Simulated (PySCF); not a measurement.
Cartesian coordinates (Å):
```xyz
5

Hf     0.0000     0.0000     0.0000
H     -0.5968     1.5933     0.7185
H     -1.1893    -1.3489     0.4208
H      0.1242     0.1608    -1.8357
H      1.6619    -0.4052     0.6964
```
Charge 0, multiplicity 1.

Predict the HOMO, LUMO and total energy from PBE-D3(BJ)/def2-TZVP // r2SCAN-D4/def2-SVP (PySCF).


```
Property            Value
------------  -----------
HOMO             -7.12 eV
LUMO             -3.07 eV
total energy  -50.3294 Ha
```
